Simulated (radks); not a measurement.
Problem. The mean radii <r> (bohr) of the occupied orbitals of an atom or ion are listed with their occupations. Method: scalar-relativistic Kohn-Sham, BLYP, spin-polarised, spherical densities, finite nucleus; Fermi nuclear charge, rms radius of each element as measured or else 0.836 A^(1/3) + 0.57 fm; computed with a radial shooting solver on a logarithmic mesh with Libxc functionals.

orbital  occ.      <r>
1s down     1  0.02363
1s up       1  0.02363
2s up       1   0.1010
2s down     1   0.1010
2p up       3  0.08879
2p down     3  0.08879
3s up       1   0.2664
3s down     1   0.2663
3p up       3   0.2646
3p down     3   0.2645
3d up       5   0.2418
3d down     5   0.2417
4s up       1   0.6064
4s down     1   0.6063
4p up       3   0.6417
4p down     3   0.6417
4d up       5   0.7032
4d down     5   0.7037
5s up       1    1.431
5s down     1    1.442
5p up       3    1.640
5p down     3    1.657
4f up       3   0.9655

Name the element and its charge. Open shells, if any, are filled with parallel spins first.

Solution. Z = 60, neodymium, charge +3: Nd3+ in [Xe] 4f3. The 1s radius gives Z: for a bare nucleus <r> = (2 gamma + 1)/(2Z) with gamma = sqrt(1 - (Z/c)^2), 0.02332 bohr for Z = 60, and screening makes it slightly larger (0.02363 here). The occupations add up to 57, and the charge is Z minus that.
